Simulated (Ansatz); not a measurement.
`[CH3][GeH2][Br]` + HI → `[CH3][GeH2][I]` + HBr at 298.15 K and 1 bar (ligand exchange at a Ge–Br bond).

Isolated molecules relaxed with PBE0-D4/def2-TZVP in Ansatz; ΔE leaves out vibrations. CCSD(T)/CBS is the MP2 limit (def2-TZVPP, def2-QZVPP) plus CCSD(T) − MP2 in def2-TZVPP, frozen cores. Elements past krypton have def2 core potentials. For Br, Ge, I outer-core shells are correlated without core-valence functions, which leaves a few kJ/mol of doubt a bond. Scalar relativity is left out up to krypton.

| species | CCSD(T)/CBS energy (Eh) | H − E (kJ/mol) | S (J/(mol·K)) |
| --- | --- | --- | --- |
| `[CH3][GeH2][Br]` | -4690.53762 | 157.0 | 324.5 |
| HI | -298.03592 | 22.7 | 206.5 |
| `[CH3][GeH2][I]` | -2414.65603 | 156.5 | 332.4 |
| HBr | -2573.91920 | 24.6 | 198.6 |

H − E and S are ideal-gas, rigid-rotor, harmonic terms from PBE0-D4/def2-TZVP. 1 Eh = 2625.50 kJ/mol, R = 8.31446 J/(mol·K).

Question: By hand: ΔE, ΔH, ΔS and ΔG.

Answer: ΔE = (-2414.65603) + (-2573.91920) − (-4690.53762) − (-298.03592) = -0.00169 Eh = -4.4 kJ/mol. Δ(H − E) = 156.5 + 24.6 − 157.0 − 22.7 = 1.4, so ΔH = -3.0 kJ/mol. ΔS = 332.4 + 198.6 − 324.5 − 206.5 = 0.0 J/(mol·K). ΔG = -3.0 − 298.15 × (0.0)/1000 = -3.0 kJ/mol.

Question: By hand: the equilibrium constant, and the temperature at which ΔG would vanish if ΔH and ΔS stayed fixed.

Answer: log₁₀ K = −ΔG/(RT ln 10) = 0.5. With ΔH or ΔS at zero there is no such temperature.

The number of gas molecules stays the same, so ΔS is small and ΔH decides. The sign of ΔG lies within the doubt. A doubt of 5 kJ/mol in ΔE shifts log₁₀ K by 0.9 here. These are equilibria of isolated gas molecules and say nothing of rates. Largest T1 diagnostic: 0.009 (customary marks: 0.02 for closed shells, 0.045 for open ones).

ΔS is within the doubt of such terms, so its sign, and with it that verdict, could turn.
